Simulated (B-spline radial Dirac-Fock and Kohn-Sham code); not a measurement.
## Kohn-Sham estimates against Dirac-Fock for the levels of Se¹²⁺

System: Se¹²⁺ in the configuration [Ar] 3d4.

The density-functional columns are spherical, spin-unpolarised Dirac-Kohn-Sham results without Breit or QED terms: −ε is minus the orbital energy of the initial state and ΔSCF the difference of two total energies. The reference in the last column comes from relaxed Dirac-Fock hole states (ΔSCF) with Breit and QED corrections and a finite nucleus. All numbers are from a radial finite-basis atomic code, in eV; a selection of levels is shown. For the 1s level of heavy atoms much of the gap between ΔSCF and the reference is the Breit and QED part, -27.5 eV here; for other levels the error of the functional can be larger.

```csv
level,LDA −ε,LDA ΔSCF,Dirac-Fock
K,12826.5,13052.5,13028.6
L1,1953.9,2001.7,2031.7
L2,1790.8,1846.9,1848.9
L3,1749.0,1803.9,1807.7
M1,519.0,539.2,552.2
M2,462.8,483.2,485.6
M3,455.6,475.7,478.4
"M4,5",360.2,381.5,379.8
```

Values without a named source are computed, but for edge energies of neutral atoms, which are taken from tables.
